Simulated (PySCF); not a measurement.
C₉H₉NSeSi, SMILES c1cncc([SiH2]c2ccc[se]2)c1, singlet, GFN2-xTB optimised geometry.

```
21

C      3.14     2.85    -2.55
C      4.07     2.29    -3.41
N      4.50     1.04    -3.30
C      4.02     0.30    -2.32
C      3.08     0.74    -1.39
Si     2.45    -0.37     0.00
C      0.57    -0.37     0.00
C     -0.24    -1.47     0.04
C     -1.63    -1.20     0.07
C     -1.96     0.11     0.06
Se    -0.46     1.20     0.00
C      2.65     2.06    -1.52
H      2.82     3.87    -2.67
H      4.49     2.86    -4.23
H      4.40    -0.71    -2.28
H      2.95     0.15     1.28
H      2.91    -1.75    -0.23
H      0.15    -2.47     0.05
H     -2.37    -1.99     0.10
H     -2.95     0.53     0.07
H      1.93     2.47    -0.82
```

Density from PBE/def2-SVP (PySCF 2.14.0) at that geometry.

Minimum of the electron density along straight lines between bonded atoms, close to the bond critical point (lines longer than 1.1 times the sum of covalent radii, or with two minima, are not listed):

```json
[
 {"bond": "C1–C2", "length / Å": "1.387", "ρ at the minimum / e bohr⁻³": "0.311", "∇²ρ there / e bohr⁻⁵": "-0.77", "position (fraction from the first atom)": "0.50"},
 {"bond": "C2–N3", "length / Å": "1.322", "ρ at the minimum / e bohr⁻³": "0.350", "∇²ρ there / e bohr⁻⁵": "-1.02", "position (fraction from the first atom)": "0.36"},
 {"bond": "N3–C4", "length / Å": "1.319", "ρ at the minimum / e bohr⁻³": "0.351", "∇²ρ there / e bohr⁻⁵": "-1.00", "position (fraction from the first atom)": "0.65"},
 {"bond": "C4–C5", "length / Å": "1.394", "ρ at the minimum / e bohr⁻³": "0.304", "∇²ρ there / e bohr⁻⁵": "-0.73", "position (fraction from the first atom)": "0.50"},
 {"bond": "C5–Si6", "length / Å": "1.888", "ρ at the minimum / e bohr⁻³": "0.112", "∇²ρ there / e bohr⁻⁵": "0.32", "position (fraction from the first atom)": "0.62"},
 {"bond": "Si6–C7", "length / Å": "1.881", "ρ at the minimum / e bohr⁻³": "0.110", "∇²ρ there / e bohr⁻⁵": "0.34", "position (fraction from the first atom)": "0.39"},
 {"bond": "C7–C8", "length / Å": "1.364", "ρ at the minimum / e bohr⁻³": "0.315", "∇²ρ there / e bohr⁻⁵": "-0.76", "position (fraction from the first atom)": "0.51"},
 {"bond": "C8–C9", "length / Å": "1.414", "ρ at the minimum / e bohr⁻³": "0.292", "∇²ρ there / e bohr⁻⁵": "-0.69", "position (fraction from the first atom)": "0.50"},
 {"bond": "C9–C10", "length / Å": "1.356", "ρ at the minimum / e bohr⁻³": "0.321", "∇²ρ there / e bohr⁻⁵": "-0.79", "position (fraction from the first atom)": "0.49"},
 {"bond": "C7–Se11", "length / Å": "1.878", "ρ at the minimum / e bohr⁻³": "0.164", "∇²ρ there / e bohr⁻⁵": "-0.17", "position (fraction from the first atom)": "0.48"},
 {"bond": "C10–Se11", "length / Å": "1.850", "ρ at the minimum / e bohr⁻³": "0.173", "∇²ρ there / e bohr⁻⁵": "(withheld)", "position (fraction from the first atom)": "0.49"},
 {"bond": "C1–C12", "length / Å": "1.384", "ρ at the minimum / e bohr⁻³": "0.309", "∇²ρ there / e bohr⁻⁵": "-0.77", "position (fraction from the first atom)": "0.50"},
 {"bond": "C5–C12", "length / Å": "1.392", "ρ at the minimum / e bohr⁻³": "0.303", "∇²ρ there / e bohr⁻⁵": "-0.73", "position (fraction from the first atom)": "0.49"},
 {"bond": "C1–H13", "length / Å": "1.079", "ρ at the minimum / e bohr⁻³": "0.281", "∇²ρ there / e bohr⁻⁵": "-1.06", "position (fraction from the first atom)": "0.63"},
 {"bond": "C2–H14", "length / Å": "1.082", "ρ at the minimum / e bohr⁻³": "0.284", "∇²ρ there / e bohr⁻⁵": "-1.09", "position (fraction from the first atom)": "0.64"},
 {"bond": "C4–H15", "length / Å": "1.083", "ρ at the minimum / e bohr⁻³": "0.285", "∇²ρ there / e bohr⁻⁵": "-1.09", "position (fraction from the first atom)": "0.64"},
 {"bond": "Si6–H16", "length / Å": "1.470", "ρ at the minimum / e bohr⁻³": "0.116", "∇²ρ there / e bohr⁻⁵": "0.31", "position (fraction from the first atom)": "0.49"},
 {"bond": "Si6–H17", "length / Å": "1.465", "ρ at the minimum / e bohr⁻³": "0.117", "∇²ρ there / e bohr⁻⁵": "0.31", "position (fraction from the first atom)": "0.49"},
 {"bond": "C8–H18", "length / Å": "1.078", "ρ at the minimum / e bohr⁻³": "0.281", "∇²ρ there / e bohr⁻⁵": "-1.06", "position (fraction from the first atom)": "0.63"},
 {"bond": "C9–H19", "length / Å": "1.078", "ρ at the minimum / e bohr⁻³": "0.280", "∇²ρ there / e bohr⁻⁵": "-1.05", "position (fraction from the first atom)": "0.63"},
 {"bond": "C10–H20", "length / Å": "1.075", "ρ at the minimum / e bohr⁻³": "0.281", "∇²ρ there / e bohr⁻⁵": "-1.07", "position (fraction from the first atom)": "0.64"},
 {"bond": "C12–H21", "length / Å": "1.085", "ρ at the minimum / e bohr⁻³": "0.280", "∇²ρ there / e bohr⁻⁵": "-1.04", "position (fraction from the first atom)": "0.63"}
]
```

**Question.** Fill in the missing entries.

**Answer.** 
- C10–Se11, ∇²ρ there / e bohr⁻⁵: -0.19
